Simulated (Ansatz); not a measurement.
`[SiH3]B[SiH2][SiH3]` + `CN[SiH3]` → `CN([SiH3])B[SiH3]` + disilane  (cleavage of the B–Si bond)

Computed with Ansatz on PBE0-D4/def2-TZVP structures; ΔE is electronic, products minus reactants. CCSD(T)/CBS is the MP2 limit (def2-TZVPP, def2-QZVPP) plus CCSD(T) − MP2 in def2-TZVPP, frozen cores. DFT in def2-TZVPP. B3LYP here is the variant with VWN-RPA as its local correlation; programs differ in this. Each species was taken in one conformer, which may not be the lowest.

```json
{"level": "PBE-D4", "ΔE (kJ/mol)": "-140.6", "difference from CCSD(T)/CBS": "9.7"}
{"level": "ωB97X-V", "ΔE (kJ/mol)": "-148.5", "difference from CCSD(T)/CBS": "1.8"}
{"level": "ωB97M-V", "ΔE (kJ/mol)": "-152.7", "difference from CCSD(T)/CBS": "-2.4"}
{"level": "r2SCAN", "ΔE (kJ/mol)": "-142.6", "difference from CCSD(T)/CBS": "7.7"}
{"level": "PBE0", "ΔE (kJ/mol)": "-140.2", "difference from CCSD(T)/CBS": "10.1"}
{"level": "B3LYP", "ΔE (kJ/mol)": "-145.7", "difference from CCSD(T)/CBS": "4.6"}
{"level": "CCSD/def2-TZVPP", "ΔE (kJ/mol)": "-150.9", "difference from CCSD(T)/CBS": "-0.6"}
{"level": "HF/CBS(def2)", "ΔE (kJ/mol)": "-145.6", "difference from CCSD(T)/CBS": "4.7"}
{"level": "MP2/CBS(def2)", "ΔE (kJ/mol)": "-156.1", "difference from CCSD(T)/CBS": "-5.8"}
{"level": "CCSD/CBS(def2)", "ΔE (kJ/mol)": "-147.9", "difference from CCSD(T)/CBS": "2.4"}
{"level": "CCSD(T)/CBS", "ΔE (kJ/mol)": "-150.3", "difference from CCSD(T)/CBS": "0"}
```

Largest T1 diagnostic among the species: 0.015.

The D4 term adds −3.7 kJ/mol with B3LYP and −1.8 kJ/mol with PBE0; it sums over pairs of atoms, weighted by their polarisabilities, and B3LYP, whose exchange is more repulsive, gets the larger term. In def2-TZVPP, CCSD(T) changes the Hartree–Fock value by −7.8 kJ/mol (the triples alone add −2.4 kJ/mol) and MP2 by −13.6 kJ/mol.
